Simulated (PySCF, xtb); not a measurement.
C4H3ClF2, SMILES CC(=C=C(F)F)Cl.

xtb with GFN2-xTB at its own geometry gives an orbital gap of 4.56 eV and a dipole moment of 3.17 D.

Geometry: B3LYP-D3(BJ)/def2-SVP. This is a generated structure with no PubChem entry under its InChIKey; it may be hypothetical.

### Question
What does PBE0/def2-TZVP in PySCF give? (Estimate from the structure and the level; the computed values follow.)

### Answer
gap 6.74 eV (levels -7.77 and -1.03 eV), dipole 2.06 D.
